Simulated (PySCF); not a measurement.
# Reading the logs of faulty runs: Cl2HSi anion

All numbers below are calculated, not measured. The program is PySCF 2.14.0, an open-source quantum chemistry code, run on an isolated molecule that a program drew, which may never have been made. The molecule is Cl2HSi anion (charge -1, singlet), drawn as the SMILES string `Cl[SiH-]Cl`.

Each row is a Hartree-Fock (HF) and frozen-core CCSD(T) single point in the aug-cc-pV(D+d)Z basis, meant for a local HF minimum. Run 1 is clean. Each other run has one planted mistake out of seven kinds, and not every kind appears here: one electron removed, one electron added, multiplicity raised by two, geometry at a saddle point, minimal basis STO-3G, one bond length entered in bohr, all coordinates scaled. The reference is restricted for singlets and unrestricted otherwise, and also for a bond in bohr. Adding or removing an electron swaps singlet and doublet. Electrons count all cores. HOMO and LUMO are orbital energies over both spins, the gradient is its largest component, and the lowest frequency (negative if imaginary) is given only where the gradient is small. Bond lengths are over the 3 bonds as drawn. T1 is the CCSD diagnostic: over 0.02 (restricted) or 0.045 (unrestricted) a single reference is doubtful.

Geometry of the clean run:
```xyz
4
Cl2HSi anion, angstrom
Cl   -1.4212   -1.4713    1.7663
Si   -0.3035   -0.9662   -0.1304
Cl   -2.0225   -0.2156   -1.3888
H     0.0704    0.4242    0.3517
```

```
run,electrons,basis functions,<S^2>,HOMO (eV),LUMO (eV),gradient (hartree/bohr),lowest frequency (cm^-1),mean bond (Å),longest bond (Å),T1,HF (hartree),CCSD(T) (hartree),mistake
1,50,105,0.000,-3.48,4.41,1.3e-05,155,2.0120,2.259,0.0114,-1208.65092,-1209.11527,no fault
2,50,105,0.000,-2.57,4.58,4.9e-02,-,1.8389,2.065,0.0105,-1208.62784,-1209.09027,all coordinates scaled
3,49,105,0.761,-11.42,-1.42,7.5e-02,-,2.0120,2.259,0.0187,-1208.56310,-1209.00109,one electron removed
4,50,28,0.000,-0.32,15.00,2.2e-02,-,2.0120,2.259,0.0064,-1195.35999,-1195.40773,minimal basis STO-3G
5,50,105,0.798,-2.53,4.18,1.2e-02,-,2.4623,2.869,0.0675,-1208.56848,-1209.03104,?
```

**Which mistake was planted in run 5, and what did it cost?**

The mean bond changes by a factor of 1.224 and the longest by 1.270, so the molecule wasn't scaled as a whole. A length L in bohr read as angstrom grows by (1/0.5292 - 1) L = 0.890 L. The 3 bonds together grew by 3 x 0.4503 = 1.351 Å, which gives L = 1.518 Å. That is bond Si2-H4, 1.518 Å in the clean geometry. So the mistake is: one bond length entered in bohr. Subtracting run 1 and multiplying by 627.51 kcal/mol a hartree, the energy moved by 51.7 kcal/mol in HF and 52.9 kcal/mol in CCSD(T).

Cautions from the logs. Run 5: T1 is over the limit, so its CCSD(T) energy is less reliable.
